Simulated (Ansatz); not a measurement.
```yaml
crystal:
  periodic: [false, false, false]
  atoms:
    - {symbol: Ge, position_ang: [-0.168233, 0.000660, -0.117767]}
    - {symbol: Br, position_ang: [-0.158799, -0.021979, 2.202305]}
    - {symbol: Br, position_ang: [2.015520, 0.014892, -0.901498]}
    - {symbol: H, position_ang: [-0.848212, 1.297096, -0.578897]}
    - {symbol: H, position_ang: [-0.840276, -1.290678, -0.604144]}
basis:
  gaussian: {orbitals: ANO-RCC-VTZP, final_grid: {core_spheres: 1, valence_spheres: 1, degree: 3}}
magnetization: {spin_polarized: true, initial_magnetization: 0}
hamiltonian: {xc: {name: wB97M-V}}
```

```sh
$ ansatz run in.yaml --threads 4 --pin off --events-out ev --progress --plain --max-ram 3916MiB
```

Shortened log:

```
Functional definition: wB97M-V
1057 factors; integrals over basis functions are off by at most 7.8e-4 eV
282 factors; integrals over basis functions are off by at most 2.9e-5 eV
mean field evaluation 1: about -198970.0309 eV, gradient 1.5e1 eV
mean field evaluation 2: about -198970.2747 eV, gradient 1.7e1 eV
mean field evaluation 4: about -198970.9211 eV, gradient 6.0e-1 eV
mean field evaluation 8: about -199054.4222 eV, gradient 2.2e2 eV
mean field evaluation 16: about -199128.1170 eV, gradient 3.9e-1 eV
mean field -199128.12009781 eV, -7317.8234397069 hartree, gradient 4.7e-5 eV, S^2 0.000000; 0 other end points of the search recorded, 0 dependent functions left out
reference -199128.12010106 eV, -7317.8234398263 hartree; 52, 52 occupied and 105, 105 virtual orbitals, 1057 factors
Total energy: -199128.12010106 eV, -7317.8234398263 hartree
Relativity: scalar
```

Question: Something in this input is off. What?

Answer: The integration grid is far too coarse. The calculation finished and met its thresholds. The result belongs to that input, not to the species as meant.
